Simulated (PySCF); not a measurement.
**How methods differ on the electron affinity of Te**

Te- [Kr] 4d10 5s2 5p5 (2P) → Te [Kr] 4d10 5s2 5p4 (3P), as a difference of total energies. All numbers are calculated (PySCF 2.14, a scalar-relativistic core potential, in aug-cc-pVQZ-PP with ECP28MDF). Correlated levels: valence: 4s2 4p6 4d10 frozen. The calculations carry no spin-orbit coupling.

```json
{"method": "UHF", "electron affinity (eV)": "1.057"}
{"method": "LDA", "electron affinity (eV)": "2.318"}
{"method": "PBE", "electron affinity (eV)": "2.073"}
{"method": "PBE0", "electron affinity (eV)": "2.026"}
{"method": "r2SCAN", "electron affinity (eV)": "2.031"}
{"method": "LC-wPBE", "electron affinity (eV)": "1.991"}
{"method": "r2SCANh", "electron affinity (eV)": "2.023"}
{"method": "B2PLYP", "electron affinity (eV)": "2.022"}
{"method": "r2SCAN0", "electron affinity (eV)": "2.012"}
{"method": "MP2 (valence)", "electron affinity (eV)": "1.937"}
{"method": "SCS-MP2 (valence)", "electron affinity (eV)": "1.952"}
```

Q: How much does correlation contribute at MP2 (valence)?

A: 1.937 − (1.057) = 0.880 eV, measured against UHF.

The reference lies between the lowest fine-structure levels, while these numbers refer to the centres of the terms.

Errors of the correlated levels include the incompleteness of this basis and the frozen core.

In the anion the highest occupied orbital energy is positive at LDA, PBE, r2SCAN, r2SCANh, a self-interaction effect; the basis confines that electron, and the energy difference can still be sensible.

For comparison: 1.971 eV (measured; photodetachment measurements, as compiled on the Wikipedia data page of electron affinities).
